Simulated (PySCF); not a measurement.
# Basis and Hamiltonian dependence of the excitation energy of Pb²⁺

Pb²⁺ [Xe] 4f14 5d10 6s2 (1S) → Pb²⁺ [Xe] 4f14 5d9 6s2 7s1 (3D). All values are computed (PySCF 2.14, energy differences of UHF-based or UKS calculations, no spin-orbit coupling). Values in eV.

| basis | Hamiltonian | functions | UHF | PBE | PBE0 |
| --- | --- | --- | --- | --- | --- |
| aug-cc-pVTZ-PP with ECP60MDF | ECP | 55 | 30.987 | 31.195 | 31.409 |
| def2-TZVPPD with the def2 core potential (60 electrons) | ECP | 56 | 30.988 | 31.284 | 31.501 |
| aug-cc-pVTZ-DK3 | spin-free X2C | 84 | 30.985 | 31.189 | 31.423 |
| aug-cc-pVQZ-PP with ECP60MDF | ECP | 92 | 30.934 | 31.179 | 31.389 |
| ANO-RCC-VTZP | spin-free X2C | 93 | 31.771 | 31.764 | 32.042 |
| x2c-TZVPPall with one added diffuse shell each of s, p, d, f type | spin-free X2C | 99 | 30.987 | 31.327 | 31.548 |
| aug-cc-pVQZ-PP with one added diffuse shell each of s, p, d, f, g type with ECP60MDF | ECP | 117 | 30.932 | 31.179 | 31.389 |
| aug-cc-pVQZ-DK3 | spin-free X2C | 118 | 30.929 | n/a | n/a |
| aug-cc-pwCVTZ-DK3 with one added diffuse shell each of s, d, f type | spin-free X2C | 138 | 30.805 | n/a | n/a |

At UHF, ANO-RCC-VTZP lies more than 0.3 eV from the median of the rows with comparable relativity. Of these, ANO-RCC-VTZP has no diffuse functions of the l that the added or promoted electron needs.
